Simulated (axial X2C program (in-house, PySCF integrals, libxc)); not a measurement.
# Working with the constants of PbN⁻

A bond curve at the BLYP level, 2c, was computed with an axial X2C code built on PySCF integrals (basis Pb dyall-acv3z [13s15p11d8f1g], N dyall-av3z [7s7p3d2f] (cores contracted in-house)) for the state Ω = 0 (closed shell). Its fit gives Re = 2.0010 Å, ωe = 663.3 cm⁻¹, ωexe = 3.06 cm⁻¹ and αe = 2.040e-03 cm⁻¹; the masses are 207.9766 and 14.0031 u. Two-component means X2C with spin–orbit coupling and atomic mean-field Coulomb and Gaunt terms.

(1) Find the reduced mass, Be and the force constant.

(2) Estimate the centrifugal constant by the Kratzer relation.

(3) Give B0, the J = 1←0 line in GHz and the most populated J at 300 K (kT = 208.5 cm⁻¹).

(4) Where do the fundamental and the first overtone lie?

(5) A Morse curve ties αe to the other constants (Pekeris). How well does that hold?

Occupations by symmetry block were frozen at the best pattern of an incomplete PBE0 search. The highest occupied level of some functionals is positive through self-interaction error; at Hartree–Fock it is bound.

Results:

(1) From the BLYP values: μ = 13.1197 u. Be = 16.8576/(μ Re²) = 0.3209 cm⁻¹. k = 5.8918×10⁻⁷ μ ωe² = 3.4 mdyn/Å.

(2) D = 4Be³/ωe² = 3.00e-07 cm⁻¹.

(3) B0 = Be − αe/2 = 0.3199 cm⁻¹; 2B0 = 19.18 GHz; J(max) ≈ √(kT/2B0) − 1/2 = 17.6, so J = 18.

(4) ν(1←0) = ωe − 2ωexe = 657.2 cm⁻¹; ν(2←0) = 2ωe − 6ωexe = 1308.2 cm⁻¹.

(5) αe(Morse) = 6Be²/ωe × (√(ωexe/Be) − 1) = 1.945e-03 cm⁻¹; the BLYP curve gives 2.040e-03 cm⁻¹, a ratio of 0.95.
